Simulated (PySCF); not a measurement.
Species: CH₅FGeSe.
Bonds: F1–C2, C2–Ge3, Ge3–Se4. Hydrogens: H5, H6 on C2; H7, H8 on Ge3; H9 on Se4.

Method: PBE0-D3(BJ)/def2-SVP geometry optimisation, gas phase in PySCF.

(1) Give the optimised bond lengths and angles.

## Answers

(1) 
```json
{"bond": "F1–C2", "length (Å)": "1.378"}
{"bond": "C2–Ge3", "length (Å)": "1.971"}
{"bond": "Ge3–Se4", "length (Å)": "2.351"}
{"bond": "C2–H5, C2–H6", "length (Å)": "1.103"}
{"bond": "Ge3–H7, Ge3–H8", "length (Å)": "1.539"}
{"bond": "Se4–H9", "length (Å)": "1.473"}
```

Bonds in one row agree within 0.01 Å and their mean is given. A selection of angles:
```json
{"angle": "F1–C2–Ge3", "degrees": "108.6"}
{"angle": "F1–C2–H5", "degrees": "109.3"}
{"angle": "Ge3–C2–H5", "degrees": "110.3"}
{"angle": "Ge3–C2–H6", "degrees": "110.6"}
{"angle": "H5–C2–H6", "degrees": "108.7"}
{"angle": "C2–Ge3–Se4", "degrees": "107.5"}
{"angle": "C2–Ge3–H7", "degrees": "109.3"}
{"angle": "C2–Ge3–H8", "degrees": "111.4"}
{"angle": "Se4–Ge3–H7", "degrees": "110.8"}
{"angle": "Se4–Ge3–H8", "degrees": "106.9"}
{"angle": "H7–Ge3–H8", "degrees": "110.8"}
{"angle": "Ge3–Se4–H9", "degrees": "90.7"}
```

Torsions: F1–C2–Ge3–Se4 -60° (synclinal); H9–Se4–Ge3–C2 41° (synclinal). The mirror-image conformer, all signs reversed, is as good.

Ge3 (germanium bonded to C, Se and 2 H) is tetrahedral (angles from 106.9° to 111.4°). Se4 (selenium bonded to Ge and H) is bent (angle 90.7°).

Point group: C1 (no symmetry element, even within 0.4 Å). No PBE0-D3(BJ)/def2-SVP frequencies stand behind this structure, so it isn't proved a minimum. The numbers are those of one conformer (F1–C2–Ge3–Se4 -60°, C2–Ge3–Se4–H 41°).
